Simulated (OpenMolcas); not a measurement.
Ru5+ in a point-charge field

Ru5+ among 6 point charges of -1.7 e arranged as an octahedron (Oh), 1.89 Å from the ion.

```yaml
Program: OpenMolcas 26.06
Method: CASSCF
Basis: ANO-RCC-VDZP [6s5p3d1f]
Scalar_Hamiltonian: DKH2, point nucleus
Active_space: 3 electrons in 5 orbitals (4d)
State_averaging: 2S+1 = 4 even, 10 roots; 2S+1 = 2 even, 40 roots
Spin-orbit_coupling: state interaction with AMFI integrals over the reference wave functions
```

The lowest spin-free states (labels of O, the rotations of Oh), above the lowest:

```json
{"State": "4A2", "Degeneracy": "1", "E (cm-1)": "0.0", "Free-ion L (%)": "F (100)"}
{"State": "4T2", "Degeneracy": "3", "E (cm-1)": "7160", "Free-ion L (%)": "F (100)"}
{"State": "4T1", "Degeneracy": "3", "E (cm-1)": "12210", "Free-ion L (%)": "F (94)"}
{"State": "2E", "Degeneracy": "2", "E (cm-1)": "18446", "Free-ion L (%)": "G (72)"}
{"State": "2T1", "Degeneracy": "3", "E (cm-1)": "19294", "Free-ion L (%)": "G (58)"}
{"State": "2A1", "Degeneracy": "1", "E (cm-1)": "23235", "Free-ion L (%)": "G (100)"}
{"State": "2T2", "Degeneracy": "3", "E (cm-1)": "23988", "Free-ion L (%)": "G (60)"}
{"State": "4T1", "Degeneracy": "3", "E (cm-1)": "24291", "Free-ion L (%)": "P (94)"}
{"State": "2T2", "Degeneracy": "3", "E (cm-1)": "26431", "Free-ion L (%)": "H (66)"}
{"State": "2T1", "Degeneracy": "3", "E (cm-1)": "27110", "Free-ion L (%)": "H (51)"}
{"State": "2E", "Degeneracy": "2", "E (cm-1)": "29179", "Free-ion L (%)": "H (52)"}
{"State": "2T1", "Degeneracy": "3", "E (cm-1)": "31572", "Free-ion L (%)": "P (50)"}
{"State": "2T1", "Degeneracy": "3", "E (cm-1)": "34179", "Free-ion L (%)": "H (78)"}
{"State": "2T2", "Degeneracy": "3", "E (cm-1)": "35228", "Free-ion L (%)": "D (64)"}
{"State": "2E", "Degeneracy": "2", "E (cm-1)": "39994", "Free-ion L (%)": "D (42)"}
{"State": "2A2", "Degeneracy": "1", "E (cm-1)": "43137", "Free-ion L (%)": "F (100)"}
{"State": "2T2", "Degeneracy": "3", "E (cm-1)": "43844", "Free-ion L (%)": "F (94)"}
{"State": "2T1", "Degeneracy": "3", "E (cm-1)": "46794", "Free-ion L (%)": "F (92)"}
{"State": "2E", "Degeneracy": "2", "E (cm-1)": "65844", "Free-ion L (%)": "D (98)"}
{"State": "2T2", "Degeneracy": "3", "E (cm-1)": "67930", "Free-ion L (%)": "D (95)"}
```

The lowest levels with spin-orbit coupling:

| E (cm-1) | Degeneracy | Label | 2S+1 | g |
| --- | --- | --- | --- | --- |
| 0.0 | 4 | Γ8 | 4 |  |
| 6950 | 4 | Γ8 | 4 |  |
| 7006 | 2 | Γ7 | 4 | 2.10 2.10 2.10 |
| 7671 | 4 | Γ8 | 4 |  |
| 7981 | 2 | Γ6 | 4 | 2.73 2.73 2.73 |
| 11816 | 2 | Γ7 | 4 | 0.18 0.18 0.18 |
| 12367 | 4 | Γ8 | 4 |  |
| 13400 | 4 | Γ8 | 4 |  |
| 14144 | 2 | Γ6 | 4 | 4.50 4.50 4.50 |
| 18699 | 4 | Γ8 | 2 |  |
| 19751 | 4 | Γ8 | 2 (89 %) |  |
| 19809 | 2 | Γ6 | 2 | 0.61 0.61 0.61 |
| 23475 | 2 | Γ6 | 4 (79 %) | 2.49 2.49 2.49 |
| 23485 | 4 | Γ8 | 4 (72 %) |  |
| 24356 | 2 | Γ7 | 2 | 1.41 1.41 1.41 |
| 24768 | 4 | Γ8 | 2 (87 %) |  |
| 24839 | 2 | Γ6 | 2 (88 %) | 3.32 3.32 3.32 |
| 25351 | 4 | Γ8 | 4 |  |
| 25452 | 2 | Γ7 | 4 (90 %) | 2.24 2.24 2.24 |
| 26938 | 2 | Γ6 | 2 | 0.91 0.91 0.91 |

Powder χT (cm3 K/mol): 0.968 at 2 K, 0.97 at 10 K, 0.981 at 50 K, 0.994 at 100 K, 1.02 at 200 K, 1.05 at 300 K. The effective moment at 300 K is 2.828 √(χT) = 2.89 μB.

The lowest level has 2S+1 = 4, for which the spin-only value is χT = S(S+1) / 2 = 1.875 cm3 K/mol (g = 2). The computed 1.047 at 300 K differs by -0.828, through orbital momentum, spin-orbit coupling and any other state in reach.

A least-squares ligand-field fit to the states below 45000 cm-1, each weighted by its degeneracy and with a free common offset, gives 10Dq = 7371 cm-1, B = 990 cm-1 and C = 4083 cm-1 (C/B = 4.13), with an rms deviation of 83 cm-1.

Without dynamic correlation the repulsion within the d shell is too large (B by tens of per cent), so at a given field states of lower spin stand too high. This field is weak: 10Dq is about 7371 cm-1, while octahedral complexes of 4d ions of charge 3 and more, computed by the same method with explicit ligands, had a median near 25000 cm-1. Ground spin and moment need not be those of a real site. This is an electrostatic model: the charges have no orbitals. No measured value stands beside these numbers.
